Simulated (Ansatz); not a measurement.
Start from `C[O][In]([OH])[O][SiH3]` and change one atom or group to get `C[O][In]([OH])[SH]`.

Ansatz, PBE0-D4/def2-TZVP geometries, multiplicity 1. Each molecule was computed in one conformer, which needn't be the lowest.

Elements past krypton have def2 core potentials.

```csv
property,`C[O][In]([OH])[O][SiH3]`
HOMO–LUMO gap (PBE0/def2-TZVPP) / eV,5.88
LUMO energy (PBE0/def2-TZVPP) / eV,-2.14
size of the dipole moment (B3LYP/def2-TZVPP) / D,0.53
LUMO energy (PBE/def2-TZVPP) / eV,-3.06
size of the dipole moment (ωB97M-V/def2-TZVPP) / D,0.54
size of the dipole moment (PBE/def2-TZVPP) / D,0.33
```

**Question.** What does the change do to each property? (Best estimate.)

**Answer.** The calculation gave: 
```tsv
property	`C[O][In]([OH])[SH]`	shift
HOMO–LUMO gap (PBE0/def2-TZVPP) / eV	5.80	-0.08
LUMO energy (PBE0/def2-TZVPP) / eV	-1.77	0.37
size of the dipole moment (B3LYP/def2-TZVPP) / D	0.77	0.24
LUMO energy (PBE/def2-TZVPP) / eV	-2.65	0.41
size of the dipole moment (ωB97M-V/def2-TZVPP) / D	0.83	0.29
size of the dipole moment (PBE/def2-TZVPP) / D	0.63	0.30
```

With PBE0 the HOMO rises by 0.44 eV and the LUMO rises by 0.37 eV, so the gap narrows by about 0.07 eV. PBE moves the HOMO by 0.38 eV and ωB97M-V by 0.53 eV. Dipoles are sizes alone; their direction can turn.

B3LYP here is the variant with VWN-RPA as its local correlation; programs differ in this.
